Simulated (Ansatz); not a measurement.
Input for Ansatz (an electronic-structure program): R-B3LYP/def2-TZVPP on H4MoN2OS (SMILES [NH]=[Mo]([NH2])(=[O])[SH]), atoms moved off the minimum. Elements past Kr take the def2 small-core potentials; no spin–orbit coupling.

Ansatz 0.2 input:
```yaml
crystal:
  periodic: [false, false, false]
  atoms:
    - {symbol: Mo, position_ang: [0.29941912, 0.13979014, -0.12796046]}
    - {symbol: O, position_ang: [1.65613601, -0.06815381, 0.76881034]}
    - {symbol: N, position_ang: [0.31395926, -0.68056321, -1.70349160]}
    - {symbol: H, position_ang: [0.87965938, -1.26735101, -2.25178795]}
    - {symbol: N, position_ang: [-0.12806952, 1.98662113, -0.43504405]}
    - {symbol: H, position_ang: [0.23047497, 2.71615624, 0.20422849]}
    - {symbol: H, position_ang: [-0.45586453, 2.39635394, -1.28788047]}
    - {symbol: S, position_ang: [-1.53289114, -0.98999343, 0.94071916]}
    - {symbol: H, position_ang: [-1.29926807, -0.46595150, 2.18470429]}
basis:
  gaussian:
    orbitals: def2-TZVPP
hamiltonian:
  xc: {name: B3LYP}
scf: {lower_state_search: off}
output: {forces: true}
```

**Question.** Give the final energy of this run.

**Answer.** -653.8052 hartree.
